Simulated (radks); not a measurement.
Ag31+, configuration [Ne] 3s2 3p4. Calculated with a radial shooting solver on a logarithmic mesh with Libxc functionals: Dirac Kohn-Sham, relativistic LDA (MacDonald-Vosko exchange, VWN5 correlation), spin-unpolarised, spherical densities, finite nucleus; open shells fill j = l - 1/2 first; Fermi nuclear charge, rms radius 4.5454 fm. Some entries of the table are withheld. Estimate them.

| orbital | occ. | eigenvalue (hartree) | <1/r> (bohr^-1) | <r> (bohr) |
|---|---|---|---|---|
| 1s1/2 | 2 | -984.7657 | (1) | 0.03122 |
| 2s1/2 | 2 | -194.1965 | 11.49 | (2) |
| 2p1/2 | 2 | -185.3408 | 11.45 | (3) |
| 2p3/2 | 4 | -178.8188 | 10.77 | (4) |
| 3s1/2 | 2 | -72.87858 | 4.543 | 0.3301 |
| 3p1/2 | 2 | (5) | 4.484 | 0.3153 |
| 3p3/2 | 2 | (6) | 4.312 | 0.3229 |

Answer. 
(1) 1s1/2 <1/r> (bohr^-1): 49.25
(2) 2s1/2 <r> (bohr): 0.1334
(3) 2p1/2 <r> (bohr): 0.1129
(4) 2p3/2 <r> (bohr): 0.1178
(5) 3p1/2 eigenvalue (hartree): -69.68879
(6) 3p3/2 eigenvalue (hartree): -68.13727
